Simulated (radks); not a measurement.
Task: Pr51+, configuration [He] 2s2 2p4. All-electron calculation, Dirac Kohn-Sham, relativistic LDA (MacDonald-Vosko exchange, VWN5 correlation), spin-unpolarised, spherical densities, finite nucleus; open shells fill j = l - 1/2 first; Fermi nuclear charge, rms radius 4.8919 fm. Program: a radial shooting solver on a logarithmic mesh with Libxc functionals. Some entries of the table are withheld. Estimate them.

| orbital | occ. | eigenvalue (eV) | <1/r> (bohr^-1) |
|---|---|---|---|
| 1s1/2 | 2 | -45825.86 | (1) |
| 2s1/2 | 2 | (2) | (3) |
| 2p1/2 | 2 | -10281.50 | 15.68 |
| 2p3/2 | 2 | -9766.364 | 14.19 |
| 3s1/2 | 0 | (4) | 6.601 |
| 3p1/2 | 0 | -4341.983 | (5) |
| 3p3/2 | 0 | -4198.637 | (6) |

Result: 
(1) 1s1/2 <1/r> (bohr^-1): 64.50
(2) 2s1/2 eigenvalue (eV): -10532.19
(3) 2s1/2 <1/r> (bohr^-1): 15.76
(4) 3s1/2 eigenvalue (eV): -4425.541
(5) 3p1/2 <1/r> (bohr^-1): 6.554
(6) 3p3/2 <1/r> (bohr^-1): 6.135
